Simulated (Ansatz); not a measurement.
Ansatz (a program for electronic structure) input file for IIn, SMILES [I][In] (connectivity only; charge and spin as stated), charge -1, multiplicity 2, PBE-D3(BJ)/def2-TZVPD. 

Ansatz 0.2 input:
```yaml
crystal:
  periodic: [false, false, false]
  atoms:
    - {symbol: In, position_ang: [0.00000000, 0.00000000, -1.59374320]}
    - {symbol: I, position_ang: [0.00000000, 0.00000000, 1.47346069]}
basis:
  gaussian:
    orbitals: def2-TZVPD
hamiltonian:
  xc: pbe
  dispersion: d3bj
total_charge: -1
magnetization: {spin_polarized: true, initial_magnetization: 1}
relax: {f_tol: 0.002, max_steps: 200}
```

Program output:

```
WARN ansatz: RAYON_NUM_THREADS=1 ignored (pool sized by the plan → 1); use --threads N
Functional definition: PBE
integrals: 0.04 GiB planned
845 factors; their error is unknown
mean field: 0.38 GiB planned
mean field evaluation 1: about -13274.2881 eV, gradient 2.2e1 eV
mean field evaluation 2: about -13266.6390 eV, gradient 3.7e1 eV
mean field evaluation 4: about -13277.5269 eV, gradient 3.3e0 eV
mean field evaluation 8: about -13277.5613 eV, gradient 9.7e-2 eV
mean field evaluation 16: about -13277.5048 eV, gradient 2.4e0 eV
mean field evaluation 32: about -13276.7431 eV, gradient 9.8e-3 eV
mean field evaluation 64: about -13277.4646 eV, gradient 2.5e0 eV
mean field -13277.56134113 eV, -487.9413794321 hartree, gradient 6.3e-5 eV, S^2 0.752251; 8 other end points of the search recorded, 0 dependent functions left out
the calculation of the forces begins
reference -13277.56138041 eV, -487.9413808759 hartree; 24, 23 occupied and 91, 92 virtual orbitals, 845 factors
relax step   1: F+E_penalty+E_count = -13277.60797833 eV  Δ(F+E_penalty+E_count) = +0.000e0 eV  max|allowed force component| = 1.076e-1 eV/Å  Δτ_max = 0.0000 Å  (240 SCF iters, accepted)
these checks for a lower state are left out or cut short: starts, cluster_reference, orbital_swaps, neighbouring_geometries, increment
integrals: 0.04 GiB planned
845 factors; their error is unknown
mean field: 0.38 GiB planned
mean field -13277.56268539 eV, -487.9414288327 hartree, gradient 2.1e-5 eV, S^2 0.752250; 0 other end points of the search recorded, 0 dependent functions left out
the calculation of the forces begins
reference -13277.56272465 eV, -487.9414302756 hartree; 24, 23 occupied and 91, 92 virtual orbitals, 845 factors
relax step   2: F+E_penalty+E_count = -13277.60938017 eV  Δ(F+E_penalty+E_count) = -1.402e-3 eV  max|allowed force component| = 7.002e-2 eV/Å  Δτ_max = 0.0079 Å  (33 SCF iters, accepted)
these checks for a lower state are left out or cut short: starts, cluster_reference, orbital_swaps, neighbouring_geometries, increment
integrals: 0.04 GiB planned
845 factors; their error is unknown
mean field: 0.38 GiB planned
mean field evaluation 96: about -13277.5721 eV, gradient 9.8e-1 eV
mean field -13277.56353584 eV, -487.9414600864 hartree, gradient 2.2e-5 eV, S^2 0.752248; 0 other end points of the search recorded, 0 dependent functions left out
the calculation of the forces begins
reference -13277.56357506 eV, -487.9414615275 hartree; 24, 23 occupied and 91, 92 virtual orbitals, 845 factors
relax step   3: F+E_penalty+E_count = -13277.61033415 eV  Δ(F+E_penalty+E_count) = -9.540e-4 eV  max|allowed force component| = 6.333e-3 eV/Å  Δτ_max = 0.0147 Å  (33 SCF iters, accepted)
these checks for a lower state are left out or cut short: starts, cluster_reference, orbital_swaps, neighbouring_geometries, increment
integrals: 0.04 GiB planned
845 factors; their error is unknown
mean field: 0.38 GiB planned
mean field -13277.56355223 eV, -487.9414606887 hartree, gradient 5.9e-5 eV, S^2 0.752248; 0 other end points of the search recorded, 0 dependent functions left out
the calculation of the forces begins
reference -13277.56359145 eV, -487.9414621299 hartree; 24, 23 occupied and 91, 92 virtual orbitals, 845 factors
relax step   4: F+E_penalty+E_count = -13277.61034128 eV  Δ(F+E_penalty+E_count) = -7.123e-6 eV  max|allowed force component| = 1.003e-3 eV/Å  Δτ_max = 0.0013 Å  (24 SCF iters, accepted)
integrals: 0.04 GiB planned
845 factors; their error is unknown
mean field: 0.38 GiB planned
mean field evaluation 128: about -13276.6055 eV, gradient 3.0e0 eV
mean field evaluation 160: about -13276.7261 eV, gradient 7.1e-3 eV
mean field evaluation 192: about -13277.0223 eV, gradient 1.6e0 eV
mean field -13277.56355223 eV, -487.9414606887 hartree, gradient 5.9e-5 eV, S^2 0.752248; 10 other end points of the search recorded, 0 dependent functions left out
the calculation of the forces begins
reference -13277.56359145 eV, -487.9414621299 hartree; 24, 23 occupied and 91, 92 virtual orbitals, 845 factors
Total energy: -13277.61038049 eV, -487.9431815956 hartree
Atom 0 at    -0.000000     0.000000    -1.572555 Å, force     0.000000     0.000000     0.001003 eV/Å
Atom 1 at     0.000000    -0.000000     1.452273 Å, force    -0.000000    -0.000000    -0.001003 eV/Å
Dipole moment:     0.000000    -0.000000     0.074204 e Å
```

Self-consistency was reached.

Cost: roughly 40 core-seconds.
